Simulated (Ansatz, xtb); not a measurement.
A geometry optimisation of CHSi2Sn with r2SCAN-D4/def2-SVP

The starting geometry of this gas-phase doublet was built from a drawn formula by distance geometry and a force field; its bonds are those of `[C]#[Sn][SiH]=[Si]`.

| atom | x (Å) | y (Å) | z (Å) |
| --- | --- | --- | --- |
| C | -4.6390 | 2.9785 | 2.1745 |
| Si | -1.4463 | 1.9691 | -0.5434 |
| Si | -0.7362 | 3.3189 | -1.8722 |
| Sn | -3.3014 | 2.5639 | 1.0377 |
| H | -0.8363 | 0.5819 | -0.4563 |

Question: Predict what it relaxes into with r2SCAN-D4/def2-SVP.

Answer: New bonds form, giving a structure given below by its coordinates. Distances that change by over a tenth: C1–Sn4 (1.80 → 2.09 Å), Si2–Si3 (2.02 → 2.25 Å), Si2–Sn4 (2.51 → 3.19 Å). Contacts that close: C1–Si2 (4.31 → 1.76 Å), Si3–Sn4 (3.95 → 2.72 Å).

The energy falls by 5.12 eV over 28 steps:

```json
{"step": "1", "E − E(last) (eV)": "5.125"}
{"step": "4", "E − E(last) (eV)": "3.644"}
{"step": "7", "E − E(last) (eV)": "3.154"}
{"step": "10", "E − E(last) (eV)": "3.138"}
{"step": "13", "E − E(last) (eV)": "3.069"}
{"step": "16", "E − E(last) (eV)": "2.710"}
{"step": "19", "E − E(last) (eV)": "1.507"}
{"step": "22", "E − E(last) (eV)": "0.288"}
{"step": "25", "E − E(last) (eV)": "0.011"}
{"step": "28", "E − E(last) (eV)": "0.000"}
```

Final geometry (Å):

```csv
atom,x (Å),y (Å),z (Å)
C,-3.2811,2.1656,0.3955
Si,-1.7214,1.4836,-0.0418
Si,-1.7692,3.3329,-1.3203
Sn,-3.1329,4.1948,0.8637
H,-1.0547,0.2355,0.4432
```

From the same start GFN2-xTB ends elsewhere, differing in C1–Si2 (4.50 against 1.76 Å here), Si2–Sn4 (2.74 against 3.19 Å here).

The end wasn't checked by frequencies. Open shells are spin-unrestricted. Atoms past krypton carry core potentials, without spin–orbit terms. Run with Ansatz 0.2.0, 4.6 min on 1 thread of Intel(R) Xeon(R) 6975P-C (Granite Rapids), with other jobs on the host.
